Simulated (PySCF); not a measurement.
Compound: C₃H₃ClN₂O₂.
Cartesian coordinates in Å at the GFN2-xTB level; atoms count from 1:
```
atom  x, y, z in Å
C1    -2.0617    0.0110   -0.0197
O2    -0.9240   -0.8194   -0.2316
C3     0.2235   -0.2531    0.0483
N4     0.4526    0.9431    0.4840
N5     1.7954    1.0561    0.6188
C6     2.3001   -0.0688    0.2601
Cl7    3.9105   -0.5139    0.2177
O8     1.3531   -0.9737   -0.1246
H9    -2.0036    0.9029   -0.6454
H10   -2.9204   -0.5974   -0.2931
H11   -2.1201    0.3159    1.0261
```

The calculation used TDDFT PBE0/def2-SVPD, vertical, gas phase, core orbitals frozen in the response (PySCF 2.14.0, density-fitted response routines).

Frontier orbitals with the atoms that hold most of them (Löwdin shares over 4%, at most four atoms; ? is withheld):

```json
{"orbital": "LUMO+2", "ε (eV)": "0.57", "atoms": "Cl7 29%, C1 21%, C3 10%, O2 8%"}
{"orbital": "LUMO+1", "ε (eV)": "0.34", "atoms": "Cl7 39%, C6 19%, C3 14%, O8 8%"}
{"orbital": "LUMO", "ε (eV)": "-0.50", "atoms": "?"}
{"orbital": "HOMO", "ε (eV)": "?", "atoms": "N4 20%, N5 16%, O2 16%, C6 16%"}
{"orbital": "HOMO-1", "ε (eV)": "-8.28", "atoms": "?"}
{"orbital": "HOMO-2", "ε (eV)": "-9.83", "atoms": "Cl7 30%, N5 28%, N4 23%, O8 8%"}
{"orbital": "HOMO-3", "ε (eV)": "-10.15", "atoms": "Cl7 33%, O2 26%, C1 11%, C6 5%"}
```

Q: Give the leading atoms of the HOMO-1.

A: N4 (bonded to C and N) 39%; N5 (bonded to C and N) 39%; C3 (bonded to N and 2 O) 8%; C6 (bonded to Cl, N and O) 8%. By element: nitrogen 78%, carbon 15% or more.

Q: Which atoms hold the LUMO, and with what shares?

A: C6 (bonded to Cl, N and O) 27%; N5 (bonded to C and N) 23%; O8 (bonded to 2 C) 17%; Cl7 (bonded to C) 12%.

Q: What is the HOMO energy, and the HOMO–LUMO gap?

A: ε(HOMO) = -7.47 eV; the gap is 6.97 eV (0.2562 hartree).

Q: The HOMO–LUMO gap is 6.97 eV. Where does the response calculation put the lowest singlet, and from which orbitals?

A: S1 is at 6.02 eV (f = 0.0015), 0.96 eV below the gap, made of HOMO-1→LUMO (98%). Its leading pair isn't HOMO and LUMO; the energies of that pair differ by 7.78 eV. Without the coupling terms of the response equations the lowest excitation would equal the gap.

Q: One configuration dominates each of S1, S2, S3 and S6. Which, and how do the shares of the two leading atoms of either orbital change from the occupied to the empty one?

A: 
- S1 (6.02 eV, f 0.0015), HOMO-1→LUMO (98%): N4 39% → at most 12%, N5 39% → 23%, C6 8% → 27%
- S2 (6.16 eV, f 0.311), HOMO→LUMO (97%): N4 20% → at most 12%, N5 16% → 23%, C6 16% → 27%
- S3 (6.54 eV, f 0.0018), HOMO→LUMO+1 (95%): N4 20% → at most 9%, N5 16% → at most 9%, Cl7 at most 16% → 39%, C6 16% → 19%
- S6 (7.40 eV, f 0.0041), HOMO-1→LUMO+1 (85%): N4 39% → at most 9%, N5 39% → at most 9%, Cl7 at most 7% → 39%, C6 8% → 19%

One conformer stands for the species.
